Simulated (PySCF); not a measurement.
An element was calculated at PBE (PySCF 2.14, spin-free X2C, a triple-zeta basis, no spin-orbit coupling), in the ground configurations that NIST lists.

```
first ionisation energy  : 7.406 eV
second ionisation energy : 17.156 eV
third ionisation energy  : 31.472 eV
```

Task: Which element is it?

Result: Chromium (Cr, Z = 24), in x2c-TZVPall. NIST lists 6.767, 16.486, 30.959 ± 0.025 eV for these ionisation energies.
